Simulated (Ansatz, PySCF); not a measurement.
TlI, SMILES [I][Tl]. Atoms are numbered in the order given.

```xyz
2

Tl     0.0000     0.0000    -1.1433
I      0.0000     0.0000     1.7329
```
Charge 0, spin multiplicity 1.

The structure is a stationary point at B3LYP-D3(BJ)/def2-TZVP. The def2 effective core potentials stand for the cores of I, Tl; spin–orbit coupling is left out.

Two levels are set side by side: PBE-D3(BJ)/def2-TZVP (Ansatz, a program for electronic structure) and B3LYP-D3(BJ)/def2-TZVP (Ansatz). Each level has its own optimised geometry; the coordinates shown are those of the second. Frequencies come from the Hessian of PySCF at each geometry. Differences are taken from unrounded values.

```tsv
quantity	B3LYP-D3(BJ)
bond Tl1–I2 (Å)	2.876
highest harmonic wavenumber (cm⁻¹)	142
mean harmonic wavenumber (cm⁻¹)	142
zero-point energy (kcal/mol)	0.20
```

Q: What does PBE-D3(BJ) give, and how far is it from B3LYP-D3(BJ)? (Estimate from the structure and the level; the computed values follow.)

A: 
```csv
quantity,PBE-D3(BJ),PBE-D3(BJ) minus B3LYP-D3(BJ)
bond Tl1–I2 (Å),2.861,-0.015
highest harmonic wavenumber (cm⁻¹),143,2
mean harmonic wavenumber (cm⁻¹),143,2
zero-point energy (kcal/mol),0.21,0.00
```

On these quantities the two levels nearly agree.
